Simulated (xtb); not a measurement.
VO2Cl, SMILES [O]=[V](=[O])[Cl], multiplicity 1. All values are semi-empirical tight-binding results from xtb (GFN2-xTB unless named), good for trends rather than for accurate numbers. Coordinates come from a GFN2-xTB optimisation. The multiplicity is an assumed one; other spin states were not compared.

For metal compounds this method's bond lengths and energies can be far off.

point group as xtb finds it: Cs
orbital gap: 1.77 eV
zero-point energy: 4.5 kcal/mol
G − E(el) at 298.15 K (modified RRHO): -13.5 kcal/mol
